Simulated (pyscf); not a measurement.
## H₃Si–Ag, singlet

Gas-phase minimum from PySCF at ωB97X-D3(BJ)/def2-SVP, one conformer. 

```
Si
H 1 1.4973
H 1 1.4973 2 106.78
H 1 1.4973 2 106.78 3 113.94
Ag 1 2.3936 2 112.05 4 123.03
```

Properties at ωB97X-D3(BJ)/def2-SVP:

| Quantity | Value |
|---|---|
| Harmonic wavenumbers, unscaled | 316, 450, 450, 872, 964, 964, 2214, 2219, 2219 cm⁻¹ |
| Zero-point energy | 15.3 kcal/mol |
| Rotational symmetry number | 3 |
| Entropy of this conformer at 298 K and 1 atm, rigid rotor and harmonic oscillator, modes under 100 cm⁻¹ raised to 100 | 272.3 J/(mol K) |
| Dipole moment | 3.51 D |

Single-point totals, which compare only within one level (frozen core for MP2 and CC):

| level | total energy (hartree) |
|---|---|
| ωB97X-D3(BJ)/def2-TZVP | -438.36714 |
| PBE/def2-TZVP | -438.15041 |
| r²SCAN/def2-TZVP | -438.31182 |
| B3LYP-D3(BJ)/def2-TZVP | -438.37924 |
| PBE0-D3(BJ)/def2-TZVP | -438.16204 |
| M06-2X/def2-TZVP | -438.18110 |
| ωB97M-D3(BJ)/def2-TZVP | -438.33427 |
| HF/def2-TZVPP | -436.79176 |
| MP2/def2-TZVPP | -437.57651 |
| CCSD/def2-TZVPP | -437.56281 |
| CCSD(T)/def2-TZVPP | -437.58903 |

The frozen core leaves the outer d or s,p core shells of the metals and heavy elements correlated in the MP2 and CC values, and def2-TZVPP describes them poorly, so these totals are far from the basis limit. Elements past Kr carry the def2 core potentials, without spin-orbit coupling.
